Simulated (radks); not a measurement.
Ne, 10 electrons, occupied as [Ne].

All-electron calculation, non-relativistic Kohn-Sham, BLYP, spin-unpolarised, spherical densities, point nucleus. Program: a radial shooting solver on a logarithmic mesh with Libxc functionals.

Energy parts (hartree):
part                      energy
total                 -128.97301
kinetic                128.68943
electron-nucleus      -311.03277
Hartree                 65.85272
exchange-correlation   -12.48239

Orbitals (lengths in bohr, moments of r in powers of bohr):
| orbital | occ. | eigenvalue (hartree) | <r^4> |
|---|---|---|---|
| 1s | 2 | -30.52451 | 0.002971 |
| 2s | 2 | -1.32877 | 2.007 |
| 2p | 6 | -0.49135 | 4.880 |

The highest occupied level is 2p at -13.370 eV. The density falls to 0.001 e/bohr^3 at r = 2.99 bohr. The electron density at the nucleus is 622.7 e/bohr^3. Virial ratio -V/T = 2.00220.
